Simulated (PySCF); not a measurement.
Isomers of C4H10GaN, mass 141.007 u with the commonest isotopes. Level of theory: PySCF 2.14.0, PBE0-D3(BJ)/def2-SVP geometry optimisation, gas phase. One conformer each, none proved a minimum here; rigid rotors.

Question: Order these by rotational constant A, smallest first.
A. `[CH2:1]=[C:2]([CH3:3])[GaH:4][NH:5][CH3:6]` with C1–C2–Ga4–N5 180°, C2–Ga4–N5–C6 0°
B. `[GaH2:1][N:2]1[CH2:3][CH2:4][CH2:5][CH2:6]1` with Ga1–N2–C3–C4 -135°, N2–C3–C4–C5 -21°, C3–C4–C5–C6 -3°, C4–C5–C6–N2 27°
C. `[CH2:1]=[CH:2][CH2:3][GaH:4][NH:5][CH3:6]` with C1–C2–C3–Ga4 103°, C2–C3–Ga4–N5 149°, C3–Ga4–N5–C6 178°

Answer: A (3611 MHz), B (5897 MHz), C (11322 MHz).

Question: Order these by out-of-plane moment Σ m c² = (Ia + Ib − Ic)/2, largest first.
A. `[GaH2:1][N:2]1[CH2:3][CH2:4][CH2:5][CH2:6]1` with Ga1–N2–C3–C4 -135°, N2–C3–C4–C5 -21°, C3–C4–C5–C6 -3°, C4–C5–C6–N2 27°
B. `[CH2:1]=[CH:2][CH2:3][GaH:4][NH:5][CH3:6]` with C1–C2–C3–Ga4 103°, C2–C3–Ga4–N5 149°, C3–Ga4–N5–C6 178°
C. `[CH2:1]=[C:2]([CH3:3])[GaH:4][NH:5][CH3:6]` with C1–C2–Ga4–N5 180°, C2–Ga4–N5–C6 0°

Answer: A (17.96 u·Å²), B (11.02 u·Å²), C (3.16 u·Å²).

Question: Order these by rotational constant C, largest first.
A. `[CH2:1]=[C:2]([CH3:3])[GaH:4][NH:5][CH3:6]` with C1–C2–Ga4–N5 180°, C2–Ga4–N5–C6 0°
B. `[CH2:1]=[CH:2][CH2:3][GaH:4][NH:5][CH3:6]` with C1–C2–C3–Ga4 103°, C2–C3–Ga4–N5 149°, C3–Ga4–N5–C6 178°
C. `[GaH2:1][N:2]1[CH2:3][CH2:4][CH2:5][CH2:6]1` with Ga1–N2–C3–C4 -135°, N2–C3–C4–C5 -21°, C3–C4–C5–C6 -3°, C4–C5–C6–N2 27°

Answer: A (1167 MHz), C (1142 MHz), B (925.3 MHz).

```csv
SMILES,point group,Ia (u·Å²),Ib (u·Å²),Ic (u·Å²),κ,μa (D),μb (D),μc (D)
[GaH2][N]1CCCC1,near Cs,85.71,392.69,442.47,-0.94,1.03,0.00,0.05
C=[C](C)[GaH][NH]C,Cs,139.97,299.55,433.19,-0.57,0.68,0.88,0.00
C=C[CH2][GaH][NH]C,C1,44.64,523.60,546.20,-0.99,1.11,1.10,0.04
```
